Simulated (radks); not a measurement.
Problem. These are the eigenvalues of the occupied orbitals of an atom or ion with whole-number occupations (eV). Method: scalar-relativistic Kohn-Sham, PBE, spin-polarised, spherical densities, point nucleus; computed with a radial shooting solver on a logarithmic mesh with Libxc functionals.

orbital  eigenvalue
1s        -64787.12
2s        -15896.60

Which element is it, and in what charge state? The configuration may be excited. Open shells, if any, are filled with parallel spins first.

Solution. Z = 68, erbium, charge +64: Er64+ in [He] 2s2. The 1s level, -2380.9 hartree, gives Z - s = 69.0 by -(Z - s)^2/2, which with screening and relativity narrows Z to a few neighbours, and with so few levels the electron count can be read from the list.
